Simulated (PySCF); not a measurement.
Species: C₄H₅F₂N.
Structure used (GFN2-xTB), in Å, numbered top down from 1:
```
atom  x, y, z in Å
N1     2.5223    0.0814   -0.9251
C2     1.2963    0.1519   -0.6502
C3     0.6022   -0.5703    0.4139
C4    -0.6923   -0.4569    0.7028
C5    -1.6492    0.4476   -0.0170
F6    -2.8868    0.3443    0.5212
F7    -1.2944    1.7548    0.1003
H8     3.0635   -0.5410   -0.3239
H9     0.7044    0.8188   -1.2685
H10    1.2130   -1.2454    1.0016
H11   -1.1399   -1.0130    1.5139
H12   -1.7379    0.2269   -1.0951
```

Level of theory: TDDFT CAM-B3LYP/def2-SVPD, vertical, gas phase, core orbitals frozen in the response (PySCF).

Ground-to-excited transition dipoles (e·a0, same axes as the geometry; the sign carries no meaning), for the states with f of 0.002 or more among the lowest 7:

```tsv
state	E (eV)	μx	μy	μz
S1	4.446	0.032	0.116	0.108
S2	6.195	-1.833	0.010	0.581
S3	6.963	0.226	-0.004	-0.138
S4	7.564	-0.017	0.094	-0.045
S5	7.611	0.155	-0.294	0.296
S6	7.814	0.071	0.175	0.134
S7	8.060	-0.314	0.034	0.070
```

**Question.** Work out the oscillator strengths.

**Answer.** f = (2/3) ΔE |μ|² with ΔE in hartree (27.2114 eV).

```json
{"state": "S1", "|μ|² (au)": "0.026", "|μ| (D)": "0.41", "f": "0.003"}
{"state": "S2", "|μ|² (au)": "3.698", "|μ| (D)": "4.89", "f": "0.561"}
{"state": "S3", "|μ|² (au)": "0.070", "|μ| (D)": "0.67", "f": "0.012"}
{"state": "S4", "|μ|² (au)": "0.011", "|μ| (D)": "0.27", "f": "0.002"}
{"state": "S5", "|μ|² (au)": "0.198", "|μ| (D)": "1.13", "f": "0.037"}
{"state": "S6", "|μ|² (au)": "0.054", "|μ| (D)": "0.59", "f": "0.010"}
{"state": "S7", "|μ|² (au)": "0.105", "|μ| (D)": "0.82", "f": "0.021"}
```

**Question.** What angle do the transition dipoles of S2 and S5 make?

**Answer.** |cos θ| = |μa·μb| / (|μa| |μb|) = 0.13, so θ ≈ 82° (taken between 0 and 90°, since the signs are arbitrary).

**Question.** What peak molar absorption coefficient would the strongest computed level give as a lone Gaussian band 0.4 eV wide at half height?

**Answer.** ε(max) = 2.175×10⁸ f / FWHM, with the width in cm⁻¹. S2: 2.175×10⁸ × 0.5612 / 3226 ≈ 38000 L mol⁻¹ cm⁻¹.

One conformer stands for the species.
